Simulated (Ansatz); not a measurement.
The cluster In2As3. The state is a doublet with charge 0. Geometry r2SCAN-D4/def2-SVP; atoms count from 1.

Cartesian coordinates in Å:
```
In 0.9613 -1.8249 -2.0558
In -1.0707 1.9893 -0.1163
As 0.2991 1.0326 2.1915
As -1.1386 -0.7610 -0.5683
As 0.9490 -0.4361 0.5490
```

In the def2 sets In takes a core potential; there is no spin–orbit coupling. Another isomer (doublet) lies 1.05 eV lower at PBE0-D4/def2-TZVP; other spin states weren't run for this one.

Question: Estimate the Mulliken populations from the PBE0/def2-TZVP orbitals of Ansatz.

Answer: 
```
atom  charge (e)  spin (α − β)
 In1        0.35          0.03
 In2        0.31          0.01
 As3       -0.17          0.88
 As4       -0.36          0.20
 As5       -0.13         -0.12
```
Mulliken values depend strongly on the basis.

Question: Where does the spin sit?

Answer: Summed by element: In 0.04, As 0.96, of 1 unpaired in all. Largest on single atoms: As3 0.88, As4 0.20, As5 -0.12.

Question: And the Mayer bond orders between heavy atoms (over 0.3)?

Answer: In1–As4 0.71 (2.78 Å); In1–As5 0.32 (2.95 Å); In2–As3 0.56 (2.85 Å); In2–As4 0.67 (2.79 Å); As3–As5 1.45 (2.30 Å); As4–As5 1.27 (2.39 Å).
